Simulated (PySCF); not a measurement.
A structure optimised at PBE0-D3(BJ)/def2-SVP, used in a PySCF frequency run:

```xyz
12

O     -2.6942     0.9740     0.0042
C     -1.8251     0.0091     0.5241
C     -0.4833     0.0042    -0.1583
N      0.5857    -0.3266     0.4302
Si     2.1630    -0.3980    -0.3299
H     -2.3535     1.8426     0.2413
H     -1.6678     0.0854     1.6165
H     -2.2935    -0.9741     0.3390
H     -0.5390     0.3071    -1.2312
H      3.0845     0.5063     0.4169
H      2.6693    -1.7972    -0.2304
H      2.1217     0.0158    -1.7738
```

Write its SMILES and formula.

OC/C=N/[SiH3], C2H7NOSi

What are its rotational constants (standard atomic weights)?

20.017, 1.4102, 1.3680 GHz
